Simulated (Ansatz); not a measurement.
`CC1CBC1` → `BC=C(C)C`  (isomerisation)

Program: Ansatz. Geometries: PBE0-D4/def2-TZVP. ΔE: electronic, gas phase. CCSD(T)/CBS adds triple-zeta CCSD(T) − MP2 to the extrapolated MP2 energy (def2 sets, frozen cores). Functionals use def2-TZVPP. B3LYP here is the variant with VWN-RPA as its local correlation; programs differ in this. HSE06 is defined as in plane-wave codes.

| level | ΔE (kcal/mol) | difference from CCSD(T)/CBS |
| --- | --- | --- |
| LDA (SPW92) | 0.1 | 4.6 |
| revPBE-D4 | -4.5 | 0.0 |
| BLYP-D4 | -10.6 | -6.1 |
| r2SCAN-D4 | -4.9 | -0.4 |
| B97M-V | -5.0 | -0.5 |
| PBE0-D4 | -2.0 | 2.5 |
| B3LYP-D4 | -8.5 | -4.0 |
| r2SCANh-D4 | -4.1 | 0.4 |
| r2SCAN0-D4 | -3.0 | 1.5 |
| HSE06-D4 | -2.1 | 2.4 |
| CAM-B3LYP-D4 | -5.8 | -1.3 |
| ωB97X-V | -1.7 | 2.8 |
| ωB97M-V | -3.1 | 1.4 |
| PBE-QIDH | -1.2 | 3.3 |
| PBE | -4.0 | 0.5 |
| revPBE | -5.1 | -0.6 |
| BLYP | -10.9 | -6.4 |
| r2SCAN | -4.9 | -0.4 |
| PBE0 | -2.1 | 2.4 |
| B3LYP | -8.7 | -4.2 |
| r2SCANh | -4.1 | 0.4 |
| r2SCAN0 | -3.0 | 1.5 |
| HSE06 | -2.1 | 2.4 |
| BHLYP | -7.2 | -2.7 |
| CAM-B3LYP | -5.9 | -1.4 |
| LC-ωPBE | 2.4 | 6.9 |
| RPA@PBE/def2-TZVPP | -5.2 | -0.7 |
| HF/def2-SVP | -7.3 | -2.8 |
| MP2/def2-SVP | -2.2 | 2.3 |
| CCSD(T)/def2-SVP | -4.0 | 0.5 |
| HF/def2-TZVPP | -9.6 | -5.1 |
| MP2/def2-TZVPP | -3.4 | 1.1 |
| SCS-MP2/def2-TZVPP | -4.9 | -0.4 |
| CCSD/def2-TZVPP | -4.4 | 0.1 |
| CCSD(T)/def2-TZVPP | -4.8 | -0.3 |
| HF/def2-QZVPP | -9.7 | -5.2 |
| SCS-MP2/def2-QZVPP | -4.8 | -0.3 |
| HF/CBS(def2) | -9.7 | -5.2 |
| MP2/CBS(def2) | -3.1 | 1.4 |
| CCSD/CBS(def2) | -4.0 | 0.5 |
| CCSD(T)/CBS | -4.5 | 0 |

Largest T1 diagnostic among the species: 0.011.

Leaving LDA and LC-ωPBE aside and taking each functional with its dispersion term where it has one, the values spread over 9.4 kcal/mol, from BLYP-D4 to PBE-QIDH. LDA lies +4.1 kcal/mol from PBE without D4. From r2SCAN to r2SCAN0 (25 % exact exchange), in def2-TZVPP and without D4, ΔE moves by +1.8 kcal/mol. In def2-TZVPP, CCSD(T) changes the Hartree–Fock value by +4.8 kcal/mol (the triples alone add −0.4 kcal/mol) and MP2 by +6.3 kcal/mol.

CCSD(T)/CBS has its own doubt, a few kJ/mol and more with outer-core shells, so smaller differences from it don't rank the levels.
